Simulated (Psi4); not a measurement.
gallium atom (Ga), doublet. Base run: PBE/6-31G (Psi4).

Geometry (Å):
```xyz
1

Ga     0.0000     0.0000     0.0000
```
Charge 0, spin multiplicity 2.
Orbitals are unrestricted.
All else is at Psi4's defaults (density fitting; Cartesian or spherical functions as each basis is defined).

Variants of this job, named by their change:

```tsv
change	basis functions	E (Eh)	outcome
base	29	-1924.15813	converged
basis = STO-3G	18	-	not converged
basis = 3-21G	23	-1915.03840	converged
basis = pcseg-1	27	[?]	converged
basis = cc-pVDZ	27	-1924.48435	converged
basis = def2-SVP	32	-1924.26792	converged
basis = 6-31G**	35	-1924.24988	converged
basis = 6-31G*	35	-1924.24988	converged
basis = def2-TZVP	48	-1924.51517	converged
basis = def2-TZVPP	48	-1924.51517	converged
basis = def2-TZVPD	[?]	[?]	converged
basis = cc-pVQZ	[?]	[?]	converged
basis = def2-QZVPP	89	-1924.56176	converged
```

**Question.** Some entries are withheld; supply them.

**Answer.** 
- basis = pcseg-1, E (Eh): -1924.31117
- basis = def2-TZVPD, basis functions: 54
- basis = def2-TZVPD, E (Eh): -1924.51535
- basis = cc-pVQZ, basis functions: 68
- basis = cc-pVQZ, E (Eh): -1924.55504

Totals compare only among sets that treat the same electrons; sets with core potentials leave the core out.

Open shells are given as the SCF converged; they aren't shown to be the lowest states, and a large step between rows can be another state.
